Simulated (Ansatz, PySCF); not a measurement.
Te(Me)(SMe) (C2H6STe), SMILES CS[Te]C.

The structure is a stationary point at B3LYP-D3(BJ)/def2-SVP. The def2 effective core potentials stand for the cores of Te; spin–orbit coupling is left out. The values are those of a single conformer.

Vertical ionisation energy (IE) and electron affinity (EA) in eV. Rows of orbital energies are one-electron estimates. Where ΔSCF, EOM or ADC give a negative EA the extra electron is unbound and the value depends on the basis.

```tsv
level	IE	EA
−ε(HOMO), −ε(LUMO), PBE0/def2-TZVP (PySCF)	6.15	1.43
−ε(HOMO), −ε(LUMO), PBE/def2-TZVP (PySCF)	5.11	2.25
ΔSCF, PBE0/def2-SVPD (Ansatz), final states of multiplicity 2 and 2	8.11	0.02
ΔSCF, PBE/def2-SVPD (Ansatz), final states of multiplicity 2 and 2	7.99	0.07
```

Q: What vertical singlet–triplet gap does ΔSCF give with PBE0/def2-SVPD (Ansatz, a program for electronic structure) and with PBE/def2-SVPD (Ansatz)? (Estimate from the structure and the level; the computed values follow.)

A: 2.68 and 2.62 eV (triplet above singlet where positive).
